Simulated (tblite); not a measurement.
Species: C₈H₁₁ (doublet state).
Geometry (GFN2-xTB, Å), atoms numbered from 1 in this order:
```
atom  x, y, z in Å
C1    -2.9090   -0.5755   -0.8652
C2    -1.7969    0.0474   -1.0717
C3    -0.6103    0.0253   -0.1400
C4     0.2940   -1.1924   -0.2271
C5     1.6271   -0.7391    0.3851
C6     1.6954    0.7805    0.1670
C7     0.2511    1.2276    0.1108
C8    -0.6680    0.7194    1.1882
H9    -3.3408   -1.1972   -0.1152
H10   -1.6403    0.6262   -1.9764
H11   -0.1243   -2.0548    0.2936
H12    0.4224   -1.4625   -1.2778
H13    2.4734   -1.2508   -0.0714
H14    1.6424   -0.9634    1.4518
H15    2.1810    1.0120   -0.7837
H16    2.2549    1.2767    0.9618
H17    0.0391    2.1863   -0.3415
H18   -0.2514    0.2366    2.0584
H19   -1.5496    1.3069    1.3995
```

All values are computed: GFN2-xTB (tblite) harmonic vibrations without scaling, gas phase. The method is semi-empirical: single wavenumbers can be off by several per cent or more. One conformer, not necessarily the lowest. Open shells enter through the occupations alone, without spin polarisation, and single modes of such species can be off by tens of per cent. The optimisation stopped once no atom felt more than 0.01 eV/Å.

Lowest wavenumbers of the output (negative numbers stand for imaginary wavenumbers):
```
mode    cm-1
  1     -72.7
  2     150.0
  3     205.8
  4     247.0
  5     281.6
  6     370.9
  7     411.5
  8     556.1
```

Task: Is this structure a minimum?

Result: No. 1 mode is imaginary beyond 20i (73i cm⁻¹), so at this level the point lies at or near a first-order saddle.

Task: Which atoms move in the imaginary mode?

Result: 73i: C1 (carbon bonded to C and H) 30 %, H9 (hydrogen on carbon) 23 %, H10 (hydrogen on carbon) 18 %, C2 (carbon bonded to 2 C and H) 12 %. These are shares of the mass-weighted motion.

Task: What is the remedy?

Result: Step along that mode in both directions, optimise again with tighter thresholds and repeat the frequencies. The zero-point energy of this point (101.8 kcal/mol) counts the 50 real modes alone, and thermal corrections from it aren't those of a minimum.
